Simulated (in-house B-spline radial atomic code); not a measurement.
The numbers below are computed, except where a source is named.
## Ta in an electron gas of r_s = 2.67: phase shifts, screening, friction and resistivity

A nucleus sits in a uniform electron gas with a rigid positive background. The Kohn-Sham equations are solved self-consistently in the spin-unpolarised LDA (PW92), non-relativistic, on B-splines with outgoing waves at the boundary and partial waves to l = 8. The model has no lattice, no bands and no magnetic solution. Atomic units; δ_l are the phase shifts at the Fermi level, counted so that each bound state adds π, and good to about 0.0005. Heavy atoms are models without relativity. A narrow, partly filled d or f resonance in a thin gas would split by spin, so such rows rest on a solution that is probably unstable.

The density parameter is r_s = 2.67 bohr, near that of the valence electrons of Cu (1 per atom, density 8.96 g/cm³, mass 63.55 u, which gives r_s = 2.67).

```csv
l,δ_l (rad)
0,15.2522
1,12.4188
2,8.0590
3,3.1260
4,-0.0023
5,-0.0007
6,-0.0004
7,-0.0005
8,-0.0004
```

Bound levels below the band bottom (hartree): p -13.2, d -7.75, s -1.719, p -0.8812, f -0.6842 and deeper ones.

Check the Friedel sum rule, and say where the screening charge sits.

k_F = (9π/4)^(1/3)/r_s = 0.71879. The rule is Z = (2/π) Σ (2l + 1) δ_l. The terms are s 9.710, p 23.718, d 25.653, f 13.931 and -0.030 beyond, in all 72.981 against Z = 73. Bound states hold 10 s, 24 p, 20 d and 14 f electrons, so the scattering states carry 4.98 in all; where a term is smaller than its bound count, the bound level has drawn weight out of the band.

Find the transport cross section and the electronic stopping of a 1 keV Ta ion (mass 180.95 u).

σ_tr = (4π/k_F²) Σ (l + 1) sin²(δ_l − δ_(l+1)). The terms for l = 0 to 3 are 0.0920, 1.7615, 2.8563, 0.0007, all together 4.7106, so σ_tr = 24.323 × 4.7106 = 114.574 bohr². With n = 3/(4π r_s³) = 0.01254, the friction coefficient is Q = n k_F σ_tr = 1.0329. For v well below v_F = 0.719, dE/dx = Q v; with 24801 eV per u at v = 1, v = √(1000/(24801 × 180.95)) = 0.0149, so dE/dx = 0.01542 hartree/bohr = 7.93 eV/nm. The largest term couples the d and f waves.

What residual resistivity would 1 atomic per cent of such centres give in Cu?

Δρ = k_F n_i σ_tr/n in atomic units of 21.74 μΩ·cm. With one host atom per 1 electron, n_i/n = 0.01/1, so Δρ = 0.7188 × 0.01000 × 114.574 × 21.74 = 17.90 μΩ·cm. This is an atom added to the gas, as on an interstitial site.

On a substitutional site the background of one host ion, a sphere holding 1 charge, is taken out. The phase shifts for l = 0 to 4 become 15.1925, 12.3900, 7.7835, 3.1213, -0.0036. What follows?

The Friedel sum is now 71.98, for Z − 1 = 72. The sum in σ_tr is 5.0819, so σ_tr = 123.61 bohr² and Δρ = 19.32 μΩ·cm per atomic per cent, 1.08 times the value above. A real host ion scatters too, so this model doesn't give zero even for the host's own atom.
